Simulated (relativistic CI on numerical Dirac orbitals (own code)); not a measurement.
Pd⁺: 4p photoemission

Computed with this model: Dirac-Coulomb-Breit CI, separate exchange-only KLI orbitals for each configuration, model QED, valence Slater integrals scaled by 0.7, multiplet model of photoemission in the sudden approximation; configurations [Kr] 4d9 → [Ar] 3d10 4s2 4p5 4d9; 300 K; Lorentzian 1.68 eV and Gaussian 0.6 eV FWHM. Energies are those of the free ion, without screening or charge transfer. The energies are binding energies and can lie tens of eV above those of solids. S is read from ⟨S²⟩ = S(S + 1).

Field parameters in Wybourne normalisation: D4h B²₀ = −7Ds, B⁴₀ = 21(Dq − Dt), B⁴₄ = 21√(5/14) Dq. The field is a parameter set, without covalency.

free ion: ground-state S = 0.50, centroid 73.54 eV. Peaks (eV, height): 69.8 (100), 73.8 (81), 76.6 (53), 79.2 (53).

D4h, 10Dq = 14350, Ds = -1500, Dt = 60 cm⁻¹: ground-state S = 0.50, centroid 73.55 eV. Peaks (eV, height): 70.6 (100), 74.6 (55), 79.4 (34).

Strongest unbroadened transitions for free ion:

```csv
Energy (eV),Relative strength
69.68,100.0
70.48,37.5
71.13,22.8
72.51,18.2
72.78,7.2
73.80,73.5
74.50,22.0
75.00,1.2
76.70,54.2
79.31,59.2
79.44,4.1
```
